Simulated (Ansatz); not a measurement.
Ligand exchange: Si(CH3)2(SiH3)Cl + B(OH)F2 → Si(CH3)2(OH)(SiH3) + BClF2

Species: Si(CH3)2(SiH3)Cl, singlet; B(OH)F2 (difluorohydroxyborane), singlet; Si(CH3)2(OH)(SiH3), singlet; BClF2 (chlorodifluoroborane) `FB(F)Cl`, singlet. The partners trade Cl for OH: Si–Cl and B–OH bonds give way to Si–OH and B–Cl.

Shapes, held fixed at every level: PBE0-D4/def2-TZVP. Flexible molecules stand in one conformer, not always the lowest. Programs: Ansatz 0.2.0. Electronic energies: no zero-point or thermal term.

Task: Estimate ΔE of this reaction.

Result: The highest level, CCSD(T)/CBS estimate, gives ΔE = +71.7 kJ/mol; the levels span +68.1 to +78.1. The column of differences is taken from that level and isn't an error. No measured value is set beside it here. The CBS estimate extrapolates MP2 from def2-TZVPP and def2-QZVPP and adds CCSD(T) − MP2 in the triple-zeta set, cores frozen.

```tsv
level	kind	ΔE (kJ/mol)	less CCSD(T)/CBS estimate
HF/def2-TZVPP	Hartree–Fock	+78.1	+6.4
PBE-D4/def2-TZVPP	GGA	+68.1	-3.6
B3LYP-D4/def2-TZVPP	global hybrid	+70.8	-0.9
wB97M-V/def2-TZVPP	range-separated hybrid	+70.5	-1.2
B2PLYP/def2-TZVPP	double hybrid	+69.0	-2.7
MP2/def2-TZVPP	perturbation theory	+70.7	-1.0
CCSD/def2-TZVPP	coupled cluster or CI	+70.3	-1.4
CCSD(T)/CBS estimate	coupled cluster or CI	+71.7	0.0
```
